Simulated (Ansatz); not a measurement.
A search over several starts for the lowest SCF solution of Li₅Al₃ at the given spin, in a small basis.

```yaml
crystal:
  periodic: [false, false, false]
  atoms:
    - {symbol: Al, position_ang: [0.098264, -0.886378, -0.141338]}
    - {symbol: Al, position_ang: [-0.406148, 0.391699, 2.015299]}
    - {symbol: Al, position_ang: [-0.274647, 1.724042, -0.283652]}
    - {symbol: Li, position_ang: [1.752212, 0.643702, -1.677922]}
    - {symbol: Li, position_ang: [-1.085375, 0.211228, -2.352176]}
    - {symbol: Li, position_ang: [0.731594, -2.852710, -1.636764]}
    - {symbol: Li, position_ang: [-0.000048, -2.283705, 2.134578]}
    - {symbol: Li, position_ang: [-0.815852, 3.052132, 1.941965]}
basis:
  gaussian: {orbitals: def2-SVP, initial_orbitals: start.molden}
hamiltonian: {xc: pbe0, dispersion: d4}
output: {orbitals: {seedname: orbitals}}
```

The file start.molden holds the orbitals of an earlier run on this structure, at another level or in another basis.

```sh
$ ansatz run in.yaml --threads 4 --pin off --events-out ev --progress --plain --max-ram 3916MiB
```

Shortened log:

```
Functional definition: PBE0
1119 factors; integrals over basis functions are off by at most 8.4e-4 eV
mean field evaluation 1: about -20785.5228 eV, gradient 5.8e1 eV
mean field evaluation 2: about -20794.0964 eV, gradient 8.3e0 eV
mean field evaluation 4: about -20795.8113 eV, gradient 1.1e-1 eV
mean field evaluation 8: about -20795.8902 eV, gradient 1.9e-5 eV
mean field evaluation 16: about -20795.8831 eV, gradient 9.6e-1 eV
mean field -20795.89017008 eV, -764.2348677898 hartree, gradient 3.6e-5 eV, S^2 0.000000; 1 other end points of the search recorded, 0 dependent functions left out
reference -20795.89022273 eV, -764.2348697247 hartree; 27, 27 occupied and 72, 72 virtual orbitals, 1119 factors
Total energy: -20796.09466698 eV, -764.2423829124 hartree
```

Run time 2.4 s (4 threads of Arm Neoverse V2 on a shared host).

The restricted singlet is unstable towards broken spin symmetry in Hartree–Fock (as tested in another run); at PBE0-D4/def2-SVP this wasn't settled. Another isomer (singlet) lies 0.03 eV lower at PBE0-D4/def2-TZVP; other spin states weren't run for this one.
